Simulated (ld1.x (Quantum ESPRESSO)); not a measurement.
## Configuration tests for Zn (PAW)

- Element: Zn (Z = 30)
- Generator: ld1.x (Quantum ESPRESSO) 7.5
- Type: PAW
- Functional: PBE
- Relativity: scalar-relativistic
- Frozen core: [Ar]
- Valence charge: 12
- Reference configuration: 3d10 4s1 4p1
- Partial waves: 4s (bound): rcut 1.70, rcutus 2.25 bohr; 4s channel at 0.3 Ry: rcut 1.70, rcutus 2.25 bohr; 4p (bound): rcut 2.55, rcutus 2.80 bohr; 4p channel at 3.7 Ry: rcut 2.55, rcutus 2.80 bohr; 3d (bound): rcut 1.20, rcutus 1.35 bohr; 3d channel at 0.05 Ry: rcut 1.20, rcutus 1.35 bohr
- Local potential: all-electron potential smoothed inside 2.55 bohr (lloc = -1)
- Core correction: Bessel-smoothed model core inside 1.25 bohr
- Augmentation charge: PSQ, inside the norm-conserving radii

Energies are relative to the spin-unpolarised reference configuration 3d10 4s1 4p1; without spin polarisation the order of configurations can differ from experiment.

Question: Give the all-electron excitation energy and the error of the potential for: 3d10 4s2 4p0; 3d10 4s1 4p0; 3d10 4s0 4p0; 3d9 4s2 4p1; 3d10 4s1.5 4p0; 3d8 4s0 4p0; 3d10 4s0 4p1.

Answer:

```tsv
valence configuration	charge	ΔE all-electron (eV)	error AE − PS (meV)
3d10 4s2 4p0	0	-5.086	-0.2
3d10 4s1 4p0	+1	4.802	-1.0
3d10 4s0 4p0	+2	23.245	-9.1
3d9 4s2 4p1	0	7.158	-159
3d10 4s1.5 4p0	+0.5	-1.146	0.0
3d8 4s0 4p0	+4	125.593	-1294
3d10 4s0 4p1	+1	11.126	-2.4
```
